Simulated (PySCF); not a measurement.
**Correlation energy of Nb²⁺ (niobium, charge +2)**

[Kr] 4d2 5s1, high-spin 4F determinant (an excited configuration). All numbers are calculated (PySCF 2.14, scalar relativity through the core potential, in def2-QZVPPD with the def2 core potential (28 electrons) (7s5p4d3f2g, 81 functions)). Frozen: nothing; 11 electrons correlated.

```csv
level,correlation energy (mhartree)
CCSD,-300.13
(T),-7.58
CCSD(T),-307.71
```

Diagnostics: T1 = 0.0075, D1 = 0.0293, largest double amplitude 0.024.

Is a single reference adequate?

Yes, within this model without spin-orbit coupling: T1 lies below 0.03 and no double amplitude reaches 0.07.

The basis has no tight functions for the innermost shells, so their pair energies are far from complete.

This basis was not built for core-valence correlation, so the inner-shell part is incomplete.
